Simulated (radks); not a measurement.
The numbers below are computed, except where a source is named.
How relativity changes the ionisation of the nickel ion Ni+ ([Ar] 3d9) to Ni2+ ([Ar] 3d8). Spin-unpolarised spherical Kohn-Sham, LDA (Slater exchange, Perdew-Wang correlation), point nucleus unless stated (finite: rms radius 3.7757 fm), a radial shooting solver on a logarithmic mesh with Libxc functionals. A level marked "c x" has the speed of light scaled by that factor and shares open shells by 2j + 1; other Dirac levels either fill j = l - 1/2 first or share by 2j + 1.

\begin{tabular}{lrrrrr}
level & E(Ni+) (hartree) & E(Ni2+) (hartree) & IE (eV) & HOMO & <r> HOMO (bohr) \\ \hline
non-rel. & -1505.35052 & -1504.58469 & 20.839 & 3d & 1.066 \\
scalar-rel. & -1517.81944 & -1517.05874 & 20.700 & 3d & 1.072 \\
scalar-rel., finite nucleus & -1517.81355 & -1517.05286 & 20.700 & 3d & 1.072 \\
Dirac, 2j+1 shares & -1517.86111 & -1517.10040 & 20.700 & 3d5/2 & 1.075 \\
Dirac, low j first & -1517.86438 & -1517.10765 & 20.592 & 3d5/2 & 1.076 \\
Dirac, 2j+1 shares, finite nucleus & -1517.85522 & -1517.09451 & 20.700 & 3d5/2 & 1.075 \\
Dirac, c x 1.5 & -1510.84743 & -1510.08391 & 20.777 & 3d5/2 & 1.070 \\
Dirac, c x 2 & -1508.43031 & -1507.66578 & 20.804 & 3d5/2 & 1.068 \\
Dirac, c x 10 & -1505.47311 & -1504.70734 & 20.838 & 3d5/2 & 1.066 \\
\end{tabular}

NIST Atomic Spectra Database: 18.169 eV (measured). The relativistic part of the total energy of Ni+ is -12.5 hartree (Dirac, 2j+1 shares, finite nucleus), 0.83 % of the non-relativistic value. Spin polarisation and multiplet splitting of open shells are left out at every level.

Beside tabulated values, note that spin-unpolarised runs miss the spin-polarisation part of the exchange energy of open shells.
